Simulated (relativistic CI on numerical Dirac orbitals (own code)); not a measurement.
## Line list: Electric-dipole lines, Tc41+

Method of calculation: Dirac-Coulomb-Breit CI, orbitals from a KLI potential per configuration, model QED (radiative potential, 1s self-energy scaled to tabulated hydrogen-like ionisation energies), unscaled Slater integrals (own radial code, finite nucleus).

Configuration list: 1s², 1s2s, 1s2p, 1s3s, 1s3p, 1s3d, 1s4s, 1s4p, 1s4d, 1s4f, 1s5s, 1s5p, 1s5d, 1s5f, 1s5g, 1s6s, 1s6p, 1s6d. Levels of other configurations are missing.

```csv
λ vac (nm),Lower,Upper,A (s⁻¹),log gf,S velocity/length
0.06536,1s² ¹S0 [1],1s2p ¹P°1 [7],2.92e+15,-0.25,1.00
0.27215,1s2p ³P°2 [6],1s4d ³D3 [26],6.51e+13,-0.30,1.00
0.34758,1s2s ³S1 [2],1s3p ³P°2 [12],6.73e+13,-0.22,1.01
0.35251,1s2p ³P°0 [3],1s3d ³D1 [14],1.17e+14,-0.18,1.00
0.35268,1s2p ³P°1 [4],1s3d ³D2 [13],1.70e+14,0.20,1.00
0.36607,1s2p ³P°2 [6],1s3d ³D3 [16],2.02e+14,0.45,1.00
0.36903,1s2p ¹P°1 [7],1s3d ¹D2 [17],1.80e+14,0.26,1.00
0.71878,1s3d ³D2 [13],1s5f ³F°3 [41],1.34e+13,-0.14,1.00
0.72406,1s3d ³D3 [16],1s5f ³F°4 [44],1.42e+13,0.00,1.00
1.0003,1s3s ³S1 [8],1s4p ³P°2 [22],8.83e+12,-0.18,1.00
1.0110,1s3p ³P°1 [10],1s4d ³D2 [23],1.77e+13,0.13,1.00
1.0421,1s3p ³P°2 [12],1s4d ³D3 [26],2.18e+13,0.40,1.00
1.0480,1s3d ³D2 [13],1s4f ³F°3 [27],4.05e+13,0.67,1.00
1.0485,1s3d ³D1 [14],1s4f ³F°2 [28],3.65e+13,0.48,1.00
1.0487,1s3p ¹P°1 [15],1s4d ¹D2 [29],1.97e+13,0.21,1.00
1.0580,1s3d ³D3 [16],1s4f ³F°4 [30],4.29e+13,0.81,1.00
1.0586,1s3d ¹D2 [17],1s4f ¹F°3 [31],4.08e+13,0.68,1.00
2.1920,1s4p ³P°1 [21],1s5d ³D2 [37],3.62e+12,0.11,1.00
2.2511,1s4p ³P°2 [22],1s5d ³D3 [40],4.56e+12,0.38,1.00
2.2625,1s4d ³D2 [23],1s5f ³F°3 [41],7.53e+12,0.61,1.00
2.2632,1s4d ³D1 [24],1s5f ³F°2 [42],6.79e+12,0.42,1.00
2.2636,1s4p ¹P°1 [25],1s5d ¹D2 [43],4.14e+12,0.20,1.00
2.2808,1s4d ³D3 [26],1s5f ³F°4 [44],8.05e+12,0.75,1.00
2.2816,1s4f ³F°3 [27],1s5g ³G4 [45],1.28e+13,0.96,1.00
2.2821,1s4f ³F°2 [28],1s5g ³G3 [46],1.22e+13,0.82,1.00
2.2822,1s4d ¹D2 [29],1s5f ¹F°3 [47],7.66e+12,0.62,1.00
2.2903,1s4f ³F°4 [30],1s5g ³G5 [48],1.32e+13,1.06,1.00
2.2906,1s4f ¹F°3 [31],1s5g ¹G4 [49],1.29e+13,0.96,1.00
4.1462,1s5p ³P°2 [36],1s6d ³D3 [58],1.37e+12,0.39,1.00
4.1675,1s5p ¹P°1 [39],1s6d ¹D2 [59],1.25e+12,0.21,1.00
```

Terms are leading LS components. Brackets give the number of a level in order of energy, since labels repeat. The list gives strong lines, with weight on those to low levels. Levels whose partners in the same complex of configurations lie outside the list can be far off, and so can their lines. Rates are taken at the computed energies, electric ones in the length gauge. A velocity-to-length ratio far from 1 marks an uncertain rate.

At this charge energies of transitions that change n are usually good to better than 1 %, and those within a shell (Δn = 0) to a few per cent.

(1) From the table, what is the radiative lifetime of 1s4d ³D3?

## Answers

(1) The listed rates from this level add up to about 8.69e+13 s⁻¹, 100 % of its decay; with all channels τ = 1.15e-14 s.

LS names give the leading component of a level, which can be under half, so a name can repeat, a term be missing and a line seem to break the LS rules.
